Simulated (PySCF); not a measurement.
**Telling isomers of C6H7FN2 apart by NMR**

[PySCF 2.14.0 with density-fitted response routines: GFN2-xTB structure; NMR shieldings at PBE0/pcSseg-1/GIAO; no solvent model; relativity neglected; fast rotation and ring inversion assumed for equivalent nuclei; one computed conformer]

δ = σ(ref) − σ, references computed at the same level: TMS for $^{1}$H, $^{13}$C. Splittings of carbon signals by F and P are missing where no couplings were computed. Where no couplings were computed, multiplicities follow the n + 1 count of equivalent neighbours, and m marks all less simple cases (inequivalent or close neighbours, rings, F or P nearby). Shifts are as computed. Against solution values, carbons near 30 ppm lie about +3 ppm off and those near 130 ppm about +5 ppm. Of 1211 compounds with measured shifts, 218 miss one by over three times the rms of a fit or turn the order of signals round; such compounds aren't used in these exercises. OH and NH positions are gas-phase values without hydrogen bonding to other molecules.

(1) Tabulate the signals of `NCc1ccc(F)nc1`, `Cc1cc(F)c(C)nn1` and their relative energies.

(2) What is the quickest way to tell NCc1ccc(F)nc1 from Cc1cc(F)c(C)nn1?

## Answers

(1) 
```tsv
SMILES	carbon types	δC	δH	E rel. (kcal/mol)
NCc1ccc(F)nc1	2×C 3×CH 1×CH2	173.0, 153.1, 145.5, 144.9, 114.8, 50.3	8.43 (m, 1H), 7.85 (m, 1H), 7.04 (m, 1H), 3.86 (s, 2H), 0.69 (br s, 2H)	0.0
Cc1cc(F)c(C)nn1	3×C 1×CH 2×CH3	171.9, 163.8, 153.0, 115.6, 24.7, 19.9	7.01 (m, 1H), 2.94 (s, 3H), 2.94 (s, 3H)	17.4
```

Energies are electronic energies at PBE0/pcSseg-1 on these geometries, without zero-point or thermal terms, each for the one conformer computed, which needn't be the lowest.

(2) Both give the same number of carbon signals, but DEPT or the intensities differ. The first has an sp3 CH2 bonded to N, on an aromatic ring at 50.3 ppm, the second a methyl carbon on an aromatic ring (CH3) at 24.7 ppm. Their most deshielded carbons lie at 173.0 and 171.9 ppm. In the proton spectra the most deshielded non-exchanging signals are 8.43 (m, 1H) and 7.01 (m, 1H).
